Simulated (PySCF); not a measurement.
B(Br)2(OH) (BBr2HO), SMILES OB(Br)Br. Atoms are numbered in the order given.

```xyz
5

B      0.6482    -0.0105     0.0000
Br    -0.3211     1.6541     0.0000
Br    -0.2932    -1.6692     0.0000
O      1.9842    -0.0329     0.0000
H      2.3849     0.8448     0.0000
```

Geometry: PBE0-D3(BJ)/def2-SVP. The values are those of a single conformer.

Level of theory: PBE/def2-TZVPD (PySCF).

ESP charges are fitted to the potential on shells at 1.4 to 2.0 van der Waals radii. Atomic charges (e):

```json
[
 {"atom": "B1", "ESP fit": "0.12", "IAO": "?"},
 {"atom": "Br2", "ESP fit": "-0.08", "IAO": "?"},
 {"atom": "Br3", "ESP fit": "-0.03", "IAO": "?"},
 {"atom": "O4", "ESP fit": "-0.39", "IAO": "?"},
 {"atom": "H5", "ESP fit": "0.38", "IAO": "?"}
]
```

Some entries are withheld; supply them. (An estimate is asked for; the answer gives what the named calculation found.)


- B1, IAO: 0.14
- Br2, IAO: -0.04
- Br3, IAO: 0.00
- O4, IAO: -0.48
- H5, IAO: 0.39
